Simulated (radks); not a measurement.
The numbers below are computed, except where a source is named.
Task: The mean radii <r> (bohr) of the occupied orbitals of an atom or ion are listed with their occupations. Level of theory: Dirac Kohn-Sham, PBE, spin-unpolarised, spherical densities, finite nucleus; Fermi nuclear charge, rms radius of each element as measured or else 0.836 A^(1/3) + 0.57 fm (a radial shooting solver on a logarithmic mesh with Libxc functionals).

orbital  occ.      <r>
1s1/2       2  0.05409
2s1/2       2   0.2447
2p1/2       2   0.2131
2p3/2       4   0.2163
3s1/2       2   0.7399
3p1/2       2   0.7717
3p3/2       4   0.7819
3d3/2       4    1.007
3d5/2       4    1.015
4s1/2       2    2.808

Name the element and its charge. Open shells, if any, fill j = l - 1/2 first.

Result: Z = 28, nickel, charge 0: Ni in [Ar] 3d8 4s2. The 1s radius gives Z: for a bare nucleus <r> = (2 gamma + 1)/(2Z) with gamma = sqrt(1 - (Z/c)^2), 0.05282 bohr for Z = 28, and screening makes it slightly larger (0.05409 here). The occupations add up to 28, and the charge is Z minus that.
